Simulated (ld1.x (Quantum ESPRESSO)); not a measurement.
# What one change does to a pseudopotential (I (Z = 53), TM)

```
Element                 : iodine
Generator               : ld1.x (Quantum ESPRESSO) 7.5
Type                    : norm-conserving Troullier–Martins (Kleinman–Bylander form)
Functional              : LDA (PZ)
Relativity              : scalar-relativistic
Frozen core             : [Kr] 4d10
Valence charge          : 7
Reference configuration : 5s2 5p4.75 (charge +0.25)
Partial waves           : 5s (bound): rc 1.55 bohr; 5p (bound): rc 1.60 bohr
Local potential         : the p channel
Core correction         : none
```

All-electron outer shells of the reference configuration (LDA (PZ), scalar-relativistic, ld1.x):

```json
{"shell": "4d", "level (eV)": "-52.58", "outermost node (bohr)": "0.35", "outermost maximum (bohr)": "0.78"}
{"shell": "5s", "level (eV)": "-19.77", "outermost node (bohr)": "0.88", "outermost maximum (bohr)": "1.70"}
{"shell": "5p", "level (eV)": "-9.22", "outermost node (bohr)": "0.96", "outermost maximum (bohr)": "2.00"}
```

Change: all radii scaled by about 1.10 (s 1.70, p 1.76 bohr).

Cutoffs: the cutoffs (Ry, on a coarse ladder) from which the occupation-weighted sum of valence levels, in a spherical-Bessel basis at the reference potential, stays within 10 and 1 mRy of its value at 400 Ry; they do not see the model core or the augmentation charge, which bear on the density cutoff. Errors are all-electron minus pseudo energies relative to the spin-unpolarised reference configuration.

Task: Predict the effect on cutoff, ghosts and configuration errors.

Result: The potential gets softer (55 Ry and 110 Ry → 35 Ry and 70 Ry); both files keep a bound ghost (s); of the 9 tests that both files solve, the error grows in 6 and shrinks in 0 by more than 15 % and 0.3 meV (median size 15.3 → 22.0 meV). A larger radius leaves more room for a smooth pseudo-wave, so fewer plane waves are needed. More of the atom is replaced by a form fitted at one configuration, so other configurations suffer.

| quantity | base | changed |
| --- | --- | --- |
| cutoff, loose | 55 Ry | 35 Ry |
| cutoff, tight | 110 Ry | 70 Ry |
| loose cutoff by channel (10 mRy a level) | s 30 Ry, p 35 Ry | s 25 Ry, p 12 Ry |
| bound ghosts | s | s |
| error for 5s2 5p5, meV [ΔE -2.06 eV] | +0.9 | +1.4 |
| error for 5s2 5p4, meV [ΔE 9.25 eV] | +0.8 | +10.0 |
| error for 5s2 5p3, meV [ΔE 29.31 eV] | +15 | +121 |
| error for 5s2 5p4.5, meV [ΔE 2.56 eV] | -0.4 | +0.3 |
| error for 5s2 5p5.3, meV [ΔE -3.89 eV] | +2.2 | +4.1 |
| error for 5s1 5p5, meV [ΔE 20.32 eV] | +15 | +37 |
| error for 5s2 5p2, meV [ΔE 58.93 eV] | +54 | +537 |
| error for 5s2 5p4.75 (spin-polarised), meV [ΔE -0.20 eV] | +33 | +34 |
| error for 5s2 5p5 (spin-polarised), meV [ΔE -2.18 eV] | +21 | +22 |

 A true bound ghost makes a file unfit for plane-wave use even where its test errors are small: the radial tests pick states by their node count and pass the ghost by.
